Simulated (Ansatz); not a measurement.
FH2InSe, SMILES `[F][InH][SeH]`, 5 atoms. The species carries charge 0 and has multiplicity 1. Correlated methods include outer-core shells of In, Se, which these sets cover unevenly. Scalar relativity is left out up to krypton. In takes the def2 core potential. Hardware: A = 2 threads of an AMD EPYC 7R13 on a shared host; B = 2 threads of an AMD EPYC 7R13 on a shared host and a share of an NVIDIA H100 80 GB. Correlated methods freeze the cores. Open-shell runs search over several starts.

Task: Give the basis size and wall time and peak host memory of each of these runs in Ansatz. RHF-CCSD(T)/def2-TZVPP energy [B]; UKS B2PLYP (frozen core)/def2-TZVPP energy of the cation [A]; RKS SPW92 (LDA)/def2-TZVPP energy [A]; RHF-CCSD(T)/def2-QZVPP energy [B]; UKS ωB97M-V/def2-TZVPP energy of the cation [A]; UHF-CCSD(T)/def2-TZVPP energy of the cation [B]; UKS B3LYP-D4/def2-TZVPP energy of the cation [A]; RKS ωB97M-V/def2-SVP energy [A]; RKS B97M-V/def2-TZVPP energy [A]; RKS PBE0-D4/def2-SVP energy [A]; RKS PBE0-D4/def2-TZVP relaxation (6 steps) [A]; RKS LC-ωPBE/def2-TZVPP energy [A]. (Estimate.)

Result: The calculation gave: Other jobs shared the machine, so times are rough.

| level | job | functions | wall time | peak host memory (GiB) |
| --- | --- | --- | --- | --- |
| RKS PBE0-D4/def2-SVP | energy [A] | 82 | 1.7 s | 0.34 |
| RKS SPW92 (LDA)/def2-TZVPP | energy [A] | 157 | 2.6 s | 0.21 |
| RKS LC-ωPBE/def2-TZVPP | energy [A] | 157 | 4.1 s | 0.34 |
| RKS ωB97M-V/def2-SVP | energy [A] | 82 | 7 s | 0.34 |
| RHF-CCSD(T)/def2-TZVPP | energy [B] | 157 | 9 s | 0.79 |
| RKS B97M-V/def2-TZVPP | energy [A] | 157 | 11 s | 0.28 |
| RHF-CCSD(T)/def2-QZVPP | energy [B] | 288 | 13 s | 0.86 |
| UKS B3LYP-D4/def2-TZVPP | energy of the cation [A] | 157 | 13 s | 0.56 |
| UKS ωB97M-V/def2-TZVPP | energy of the cation [A] | 157 | 23 s | 0.76 |
| UKS B2PLYP (frozen core)/def2-TZVPP | energy of the cation [A] | 157 | 24 s | 0.69 |
| UHF-CCSD(T)/def2-TZVPP | energy of the cation [B] | 157 | 32 s | 0.8 |
| RKS PBE0-D4/def2-TZVP | relaxation (6 steps) [A] | 141 | 39 s | 0.39 |

B3LYP here is the variant with VWN-RPA as its local correlation; programs differ in this. LC-ωPBE has ω = 0.4 bohr⁻¹.
